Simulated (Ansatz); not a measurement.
## triplet O: levels of theory in one basis

A single O atom.

Basis set: cc-pVTZ (spherical functions). Correlated methods keep 1 orbital frozen. Correlation on ROHF uses semicanonical orbitals with singles. Charge 0, multiplicity 3.

Computed with Ansatz (development build ahead of 0.2.0); each method stands on the lowest determinant of its kind that the runs found.

```csv
method,E − E(ROHF) (eV),<S²> of the determinant
ROHF,0.00,2.00
UHF,-0.17,2.01
ROHF-MP2,-4.07,–
UHF-MP2,-4.06,2.01
ROHF-CCSD,-4.50,–
UHF-CCSD,-4.50,2.01
ROHF-CCSD(T),-4.58,–
UHF-CCSD(T),-4.58,2.01
UHF-BCCD(T),-4.58,2.01
ROHF-CCSDT,-4.59,–
UHF-CCSDT,-4.59,2.01
```

Question: Is a single determinant a sound starting point here?

Answer: By this sign, yes. Unrestricted orbitals gain 0.17 eV and <S²> is 2.01 against 2.00 for a pure state.
